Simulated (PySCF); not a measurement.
A GIAO shielding run with PySCF 2.14 (density fitting, non-relativistic, gas phase) on `InChI=1S/C6H9FOSi/c1-2-8-9-5-3-4-6(9)7/h3-5,9H,2H2,1H3/t9-/m0/s1`:

```
$ OMP_NUM_THREADS=1 python probes_run.py task.json out

{"job": {"kind": "nmr", "xc": "PBE0", "basis": "pcSseg-1"}, "charge": 0, "multiplicity": 1}
C      3.164538     0.452034     0.329797
C      2.046936    -0.369686    -0.290940
O      0.853117    -0.130086     0.413475
Si    -0.604519    -0.794843     0.237109
C     -1.829733     0.110223     1.335154
C     -2.814434     0.619836     0.587245
C     -2.722036     0.447122    -0.855404
C     -1.643153    -0.228445    -1.259571
F     -1.400563    -0.477395    -2.567079
H      4.097080     0.266655    -0.195716
H      2.923727     1.509876     0.268845
H      3.284544     0.183937     1.376183
H      1.908172    -0.094988    -1.342107
H      2.285489    -1.438239    -0.245536
H     -0.598261    -2.257252     0.310793
H     -1.829920     0.188001     2.407781
H     -3.657685     1.161695     0.991641
H     -3.472059     0.857872    -1.513326
```

Hardware: 1 thread of an Intel Xeon, shared host. The job also computes population analyses, field gradients, ring-centre shieldings.

(1) How large is the calculation?

(2) How long does it take, and how much memory does it need?

Answers

(1) 76 electrons, 205 basis functions and 1083 auxiliary functions.

(2) 2.2 min of wall time, with 14 SCF cycles and 5 response iterations; peak memory 0.91 GiB. Times on a shared host scatter by some tens of per cent.
